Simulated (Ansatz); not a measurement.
Z-matrix (Å, degrees):
```
C
Cl 1 1.806
C 1 1.541 2 112.5
O 1 1.373 2 110.0 3 -119.6
F 1 1.359 2 106.3 3 122.3
Al 1 2.274 2 127.5 3 -65.4
H 3 1.087 1 113.3 2 -2.9
H 3 1.090 1 110.9 2 120.4
H 6 1.570 1 166.7 2 -82.2
```

Total charge 0; spin multiplicity 1.

(1) List the CAM-B3LYP/def2-TZVPP orbital energies in eV (the Gaussian-basis code of Ansatz). (Estimate.)

Answers

(1) The calculation gave: Occupied: -2764.16, -1527.30, -673.76, -522.74, -284.09, -278.89, -258.92, -198.03, -197.80, -197.79, -115.35, -76.09, -75.93, -75.86, -35.76, -30.55, -25.02, -22.30, -18.83, -16.27, -15.91, -15.69, -13.93, -13.35, -12.59, -12.29, -11.42, -10.63, -10.36, -9.99, -9.52. Lowest empty: -0.59, 0.42, 0.84, 1.91, 2.95, 3.02, 3.50, 4.63.
